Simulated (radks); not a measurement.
The numbers below are computed, except where a source is named.
Problem. The tantalum ion Ta7+ is in [Kr] 4d10 4f(5/2: 6, 7/2: 7) 5s2 5p(1/2: 2, 3/2: 3). Code: a radial shooting solver on a logarithmic mesh with Libxc functionals. Model: Dirac Kohn-Sham, relativistic LDA (MacDonald-Vosko exchange, VWN5 correlation), spin-unpolarised, spherical densities, finite nucleus; Fermi nuclear charge, rms radius of each element as measured or else 0.836 A^(1/3) + 0.57 fm. Sub-shells are occupied by j as written (lower j first in brackets). One electron is removed from 5p3/2, 4f7/2, 5p1/2, 4f5/2 in turn, with full relaxation. Which removal costs least, and what does each cost?

Solution. 5p3/2 138.70 eV; 4f7/2 142.43 eV; 4f5/2 144.64 eV; 5p1/2 149.90 eV. The 5p3/2 electron leaves first.
